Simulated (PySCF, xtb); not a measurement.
1,1-dichloro-1-fluoropropane (C3H5Cl2F), SMILES CCC(F)(Cl)Cl. Other conformers were not sampled.

Harmonic wavenumbers (cm⁻¹) from GFN2-xTB run with xtb at its own minimum, in rising order: 94, 180, 208, 230, 311, 341, 357, 410, 578, 716, 821, 914, 999, 1098, 1106, 1139, 1234, 1309, 1411, 1448, 1487, 1491, 2983, 3009, 3054, 3057, 3059.

What does PBE-D3(BJ)/def2-SVP (PySCF 2.14.0) give at its own minimum? (An estimate is asked for; the answer gives what the named calculation found.)

116, 196, 220, 249, 328, 368, 384, 430, 587, 752, 800, 923, 975, 1067, 1091, 1157, 1249, 1307, 1344, 1395, 1413, 1434, 2989, 2999, 3060, 3084, 3087. Paired by order, the mean absolute difference is 25 cm⁻¹ and the zero-point energies are 47.2 and 47.2 kcal/mol.
